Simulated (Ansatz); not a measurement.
`F[CH2][GaH][SH]`, charge 0, multiplicity 1.

Q: Give a relaxed structure at PBE0-D4/def2-TZVP (Ansatz). (Estimate.)

A: Computed: 
```xyz
8

F    -0.402    0.616    1.587
C     0.592   -0.122    0.953
Ga    0.182   -0.342   -0.982
S    -1.679    0.594   -1.662
H     0.667   -1.092    1.456
H     1.545    0.398    1.100
H     1.060   -1.109   -2.020
H    -1.966    1.057   -0.432
```
Point group Cs.
